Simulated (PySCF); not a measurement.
Input of a response calculation (the driver script's job line, then coordinates in Å):

```
{"job": {"kind": "uv", "xc": "PBE0", "basis": "def2-SVPD", "nstates": 8, "ntriplets": 3}, "charge": 0, "multiplicity": 1}
C      2.270642    -0.887051    -0.443258
C      1.655322     0.508643    -0.469633
C      0.238628     0.462319    -0.016766
C     -0.855832     0.982201    -0.576869
C     -2.058861     0.620682     0.270276
C     -2.992439    -0.211179    -0.410506
N     -3.717269    -0.910460    -0.957035
Ge    -0.743280    -0.352769     1.490255
H      2.204391    -1.301508     0.563532
H      3.316498    -0.853708    -0.738059
H      1.736818    -1.547911    -1.123049
H      1.705633     0.927047    -1.478271
H      2.224547     1.163506     0.197624
H     -0.927127     1.558231    -1.488216
H     -2.579124     1.487955     0.684798
H     -0.596023     0.218483     2.887449
H     -0.889522    -1.852450     1.597817
```

The program printed, after the SCF cycles:

```
converged SCF energy = -2364.6805242200

Static polarisability (au): isotropic 102.626, principal 85.887 99.786 122.206

Singlet excitations
state   eV       nm        f      main configurations
  1   6.0363    205.4   0.00837   H->L 0.78, H->L+1 0.10
  2   6.2236    199.2   0.00604   H-1->L+1 0.54, H->L+1 0.28, H-1->L 0.13
  3   6.4555    192.1   0.00363   H-1->L 0.51, H->L+1 0.24, H-2->L+1 0.15
  4   6.6287    187.0   0.02880   H-2->L+1 0.41, H-2->L 0.38, H-1->L 0.10
  5   6.8014    182.3   0.04992   H-2->L 0.50, H-2->L+1 0.17, H-1->L 0.15
  6   6.8978    179.7   0.12392   H->L+1 0.21, H-1->L+1 0.20, H-2->L+1 0.11
  7   6.9265    179.0   0.03203   H->L+2 0.88
  8   7.0792    175.1   0.00716   H->L+3 0.77

Triplet excitations (Tamm-Dancoff, eV): 4.3253 5.5367 5.8394
```

Level of theory: TDDFT PBE0/def2-SVPD, vertical, gas phase, core orbitals frozen in the response in PySCF. One conformer (not necessarily the lowest) at the GFN2-xTB geometry, without solvent, vibrations or thermal averaging. The PBE0/def2-SVPD calculation is non-relativistic and has no spin–orbit coupling, an omission that weighs most on germanium.

Problem. What share of the summed oscillator strength falls to the strongest level in this window?

Solution. State 6 at 180 nm: 0.1239 of 0.2599, or 48%.

Problem. Give the mean polarisability in Å³.

Solution. 102.63 au × 0.148185 = 15.21 Å³.

Problem. What is the gap between the lowest singlet and the lowest triplet?

Solution. 6.0363 − 4.3253 = 1.7110 eV (full response against Tamm–Dancoff).

Problem. What is the total energy of state 6 at this geometry?

Solution. -2364.68052 + 0.25349 = -2364.42703 hartree.

Problem. Which orbital energies lie behind H and L?

Solution. HOMO -7.87 eV and LUMO -0.60 eV, a gap of 7.27 eV; state 1 differs from that by -1.23 eV.

Problem. Which species is it?

Solution. `C(C)[C]1[GeH2][C@@H](C=1)C#N` (C6H9GeN), point group C1.

H and L stand for HOMO and LUMO.

Conformer computed: `[CH3:1][CH2:2][C:3]1=[CH:4][C@@H:5]([C:6]#[N:7])[GeH2:8]1`: C1–C2–C3–C4 -131°.
